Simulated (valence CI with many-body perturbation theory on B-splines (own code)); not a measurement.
# Pb60+: calculated level list

Calculated by configuration interaction combined with many-body perturbation theory (CI+MBPT): four valence electrons over a frozen Dirac-Fock core [Ar], radial functions for each j: 7 s, 7 p, 8 d, 6 f, 4 g, 1 h, with the one-electron correlation potential Σ1 (screened to all orders), the two-electron term Σ2, the three-electron term Σ3, Breit, model QED; selected single and double excitations, second order for the rest, scaled by the run's own slope (own B-spline code, finite nucleus).

The last digits are not significant, and no measured levels were compared; by estimate large intervals hold to a few tenths of a per cent, small ones and those within an open d or f shell to about a per cent. The list stops below the first excitations out of the core. Only levels of the ground parity were solved; by the run's estimate the other parity begins above the list, which can be wrong where configurations are misplaced.

Levels 1 to 17 of 17, with energies above the lowest level, (3d3/2^4) J=0. "Leading %" is the weight of the configuration and term that name the level; weights of strongly mixed levels are sums over their largest components and can fall short, so below about 35 % the name and the second component can differ from the true leading terms, or belong to a minority configuration. In the jj column 3d3/2^4 stands for four electrons in 3d with j = 3/2.

| No. | Configuration | Term | J | E (cm⁻¹) | Leading % | Leading jj | Second component |
| --- | --- | --- | --- | --- | --- | --- | --- |
| 1 | 3d4 | 3P | 0 | 0 | 61 | 3d3/2^4 (100 %) | 23 % 3d4 5D |
| 2 | 3d4 | 5D | 1 | 875090 | 54 | 3d3/2^3 3d5/2 (100 %) | 46 % 3d4 3P |
| 3 | 3d4 | 3F | 4 | 980120 | 28 | 3d3/2^3 3d5/2 (99 %) | 26 % 3d4 1G |
| 4 | 3d4 | 5D | 2 | 1019300 | 27 | 3d3/2^3 3d5/2 (98 %) | 20 % 3d4 1D |
| 5 | 3d4 | 3F | 3 | 1047900 | 32 | 3d3/2^3 3d5/2 (98 %) | 20 % 3d4 3G |
| 6 | 3d4 | 5D | 2 | 1827300 | 58 | 3d3/2^2 3d5/2^2 (98 %) | 13 % 3d4 3P |
| 7 | 3d4 | 5D | 0 | 1829400 | 68 | 3d3/2^2 3d5/2^2 (99 %) | 24 % 3d4 1S |
| 8 | 3d4 | 3H | 4 | 1852600 | 40 | 3d3/2^2 3d5/2^2 (99 %) | 33 % 3d4 5D |
| 9 | 3d4 | 5D | 3 | 1873400 | 48 | 3d3/2^2 3d5/2^2 (98 %) | 28 % 3d4 3G |
| 10 | 3d4 | 3H | 5 | 1900500 | 66 | 3d3/2^2 3d5/2^2 (100 %) | 34 % 3d4 3G |
| 11 | 3d4 | 1I | 6 | 1924000 | 55 | 3d3/2^2 3d5/2^2 (100 %) | 45 % 3d4 3H |
| 12 | 3d4 | 3D | 1 | 1958700 | 45 | 3d3/2^2 3d5/2^2 (98 %) | 38 % 3d4 3P |
| 13 | 3d4 | 3F | 3 | 1978000 | 45 | 3d3/2^2 3d5/2^2 (99 %) | 22 % 3d4 3G |
| 14 | 3d4 | 3G | 4 | 1984000 | 52 | 3d3/2^2 3d5/2^2 (99 %) | 41 % 3d4 1G |
| 15 | 3d4 | 3F | 2 | 2004600 | 34 | 3d3/2^2 3d5/2^2 (99 %) | 29 % 3d4 3P |
| 16 | 3d4 | 3F | 2 | 2123000 | 54 | 3d3/2^2 3d5/2^2 (99 %) | 27 % 3d4 3P |
| 17 | 3d4 | 3F | 4 | 2171700 | 65 | 3d3/2^2 3d5/2^2 (99 %) | 30 % 3d4 1G |

The ionisation energy to 3d3 2D_3/2 of the next ion comes out as 6442.9 eV (NIST: 6442 ± 10 eV (theoretical)). All 17 levels together are meant to be complete up to 2233300 cm⁻¹.
